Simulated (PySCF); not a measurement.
## How methods differ on the excitation energy of Pr

Pr [Xe] 4f3 6s2 (high-spin determinant) → Pr [Xe] 4f3 5d2 (high-spin determinant), as a difference of total energies. Calculation: PySCF 2.14, in cc-pVDZ-X2C; scalar relativity by spin-free X2C-1e. Correlated levels: valence: [Kr] 4d10 frozen; valence and next inner shell: [Ar] 3d10 frozen. The calculations carry no spin-orbit coupling.

| method | excitation energy (eV) |
| --- | --- |
| UHF | 2.755 |
| LDA | 2.827 |
| PBE | 2.570 |
| PBE0 | 2.483 |
| r2SCAN | 2.165 |
| MP2 (valence) | 3.120 |
| SCS-MP2 (valence) | 3.380 |
| MP2 (valence and next inner shell) | 3.186 |
| SCS-MP2 (valence and next inner shell) | 3.424 |

**Question.** How much does correlation contribute at MP2 (valence and next inner shell)?

**Answer.** 3.186 − (2.755) = 0.431 eV, measured against UHF.

A first-order spin-orbit estimate (lowest level to lowest level, LS coupling) adds -0.058 eV.

In the upper state the promoted electron has a positive orbital energy at LDA, PBE, r2SCAN, so the basis confines it.

The determinant of the upper state and of the lower state mixes LS terms, which raises its energy above the lowest term, most at the Hartree-Fock and MP2 levels.
